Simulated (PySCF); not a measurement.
Bonds (- single, = double, # triple, : aromatic): C1-C2, C2-C3, C3-S4, S4=O5, S4=O6, S4-O7. C1 carries H8, H9, H10; C2 carries H11, H12; C3 carries H13, H14; O7 carries H15.

GIAO shifts from PySCF 2.14 on PBE0-D3(BJ)/def2-TZVP geometries (one conformer, non-relativistic, equivalent nuclei averaged), against TMS at the same level and in the same medium; PCM means IEF-PCM chloroform.

Measured (solution, not stated per compound (mostly CDCl3 or CCl4); Pretsch, Buehlmann, Badertscher, Structure Determination of Organic Compounds, 4th ed. (2009)): C3 53.7, C2 18.8, C1 13.7 ppm.

Question: Which unscaled values do B97-2/pcSseg-2, gas; WP04/pcSseg-2, PCM; wB97X-D/pcSseg-2, PCM give, and how close are they?

Answer: 
```tsv
atoms	measured	B97-2/pcSseg-2, gas	WP04/pcSseg-2, PCM	wB97X-D/pcSseg-2, PCM
C3	53.7	58.1	62.3	60.5
C2	18.8	21.6	24.6	21.2
C1	13.7	15.1	16.7	15.1
```

Mean absolute error for ¹³C: B97-2/pcSseg-2, gas 2.9, WP04/pcSseg-2, PCM 5.8, wB97X-D/pcSseg-2, PCM 3.5 ppm.
